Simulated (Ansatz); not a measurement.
`[AlH2][C]1(Cl)C[SiH2]1` and `[AlH2][CH]1C[SiH2]1` differ in one atom or group.

Ansatz, PBE0-D4/def2-TZVP geometries, multiplicity 1. 

| property | `[AlH2][C]1(Cl)C[SiH2]1` |
| --- | --- |
| size of the dipole moment (B3LYP/def2-TZVPP) / D | 2.07 |
| HOMO energy (PBE0/def2-TZVPP) / eV | -6.96 |
| LUMO energy (PBE/def2-TZVPP) / eV | -1.80 |
| LUMO energy (B3LYP/def2-TZVPP) / eV | -1.06 |
| HOMO–LUMO gap (PBE/def2-TZVPP) / eV | 4.06 |
| HOMO energy (ωB97M-V/def2-TZVPP) / eV | -9.08 |

What does the change do to each property? (Best estimate.)

Ansatz gave: 
```
                                        property  `[AlH2][CH]1C[SiH2]1`  shift
size of the dipole moment (B3LYP/def2-TZVPP) / D                   1.33  -0.74
              HOMO energy (PBE0/def2-TZVPP) / eV                  -6.76   0.20
               LUMO energy (PBE/def2-TZVPP) / eV                  -1.74   0.06
             LUMO energy (B3LYP/def2-TZVPP) / eV                  -1.17  -0.11
             HOMO–LUMO gap (PBE/def2-TZVPP) / eV                   4.01  -0.05
           HOMO energy (ωB97M-V/def2-TZVPP) / eV                  -8.83   0.25
```

With PBE0 the HOMO rises by 0.20 eV and the LUMO falls by 0.13 eV, so the gap narrows by about 0.33 eV. PBE moves the HOMO by 0.10 eV and ωB97M-V by 0.25 eV. Dipoles are sizes alone; their direction can turn.

B3LYP here is the variant with VWN-RPA as its local correlation; programs differ in this.
